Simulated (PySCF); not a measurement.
## Ions at one geometry of [Lu(H2O)]3+

PySCF 2.14.0, RKS PBE0, Lu def2-SVP with ECP28, O def2-SVP, H def2-SVP; non-relativistic Hamiltonian with scalar-relativistic core potentials where named; density fitting; no spin-orbit coupling; singlets restricted, open shells unrestricted. The geometry is relaxed for charge +3, singlet, vacuum:

```xyz
4

Lu    0.0000    0.0000   -0.0132
O     0.0000    0.0000    2.0559
H     0.7838    0.0000    2.6886
H    -0.7838    0.0000    2.6886
```

Energies count from the relaxed state; an electron taken off or put on is at rest in vacuum. Charges and spins are Mulliken's.

```tsv
state	energy (eV)	spin squared	charge on Lu1 (e)	spin on Lu1 (e)	dipole about the centre of mass (D)
charge +3, singlet, vacuum	0.00	0.00	2.57	0.00	3.71
charge +2, doublet, vacuum	-18.87	0.75	1.66	1.01	3.79
```

Question: What does the state charge +4, doublet, vacuum give?

Answer: energy (eV) 32.26, spin squared 0.75, charge on Lu1 (e) 2.85, spin on Lu1 (e) 0.00, dipole about the centre of mass (D) 11.02.

With an electron taken off (doublet) the charges change, summed by element, by Lu +0.28 e, O +0.54 e, H +0.18 e. The vertical ionisation energy is 32.26 eV, against −ε(HOMO) = 29.02 eV of the relaxed state. The level lies 3.2 eV too high, as is usual for semilocal functionals and global hybrids, which keep a self-interaction error.

With an electron put on (doublet) the charges change, summed by element, by Lu -0.91 e, O +0.01 e, H -0.09 e. The vertical electron affinity is 18.87 eV, against −ε(LUMO) = 21.06 eV of the relaxed state.

Open shells may have lower solutions than those found.
